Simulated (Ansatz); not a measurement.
**CH5InSi: structure from calculated spectroscopic constants**

These gas-phase data were calculated for one isomer of CH5InSi at PBE-D3(BJ)/def2-SVP (harmonic, unscaled wavenumbers; equilibrium rotational constants with average atomic masses):

| Property | Result |
| --- | --- |
| rotational constants | 19.76, 1.503, 1.433 GHz |
| all wavenumbers above 1500 cm⁻¹ | 3032, 2962, 2126, 2126, 2114 |
| dipole moment | 1.99 D (PBE0/def2-TZVPD) |

Candidates:

(1) `C[SiH2][In]`, a singlet
(2) `[SiH3][CH2][In]`, a singlet

Problem. Which candidate do the data belong to?

Solution. Candidate (2). 3 modes lie between 2000 and 2380 cm⁻¹, one for each Si–H bond, while (1) has 2.

The same quantities for all candidates:

|  | rotational constants (GHz) | wavenumbers above 1500 cm⁻¹ | dipole (D) | E above the lowest, PBE-D3(BJ)/def2-SVP (kcal/mol) |
| --- | --- | --- | --- | --- |
| (1) | 15.26, 1.454, 1.359 | 3072, 3071, 2972, 2071, 2063 | 1.76 | 0.0 |
| (2) | 19.76, 1.503, 1.433 | 3032, 2962, 2126, 2126, 2114 | 1.99 | 5.8 |

Harmonic stretches to hydrogen usually lie a few per cent above observed fundamentals. Atoms past krypton carry core potentials. Programs: Ansatz 0.2.0.
